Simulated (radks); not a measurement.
Spherical jellium clusters: N electrons in a uniform positive sphere of charge N and radius rs N^(1/3), rs = 2.57 bohr. Method: non-relativistic Kohn-Sham, LDA (Slater exchange, Perdew-Wang correlation), spin-polarised, spherical densities; computed with a radial shooting solver with Libxc functionals. Levels are named by radial order and angular momentum (1s, 1p, 1d, 2s, ...), and open shells are averaged over m.

N = 12, configuration 1s2 1p6 1d(up 4, down 0). This is the lowest configuration that the search found. Occupied and some empty levels:

level,occupation,eigenvalue (eV),<r> (bohr)
1s up,1,-8.5896,3.768
1s down,1,-8.0857,3.640
1p up,3,-6.1132,4.691
1p down,3,-5.4434,4.659
1d up,4,-3.3032,5.572
2s up,0,-2.7292,5.609
1d down,0,-2.6097,5.670
2s down,0,-2.3285,5.805
2p up,0,-0.71498,8.698
1f up,0,-0.51162,7.033
2p down,0,-0.46750,9.542

Energy (eV): total -12.8576, kinetic 45.401, external -763.23, Hartree 366.32, exchange-correlation -60.932, background 399.58.
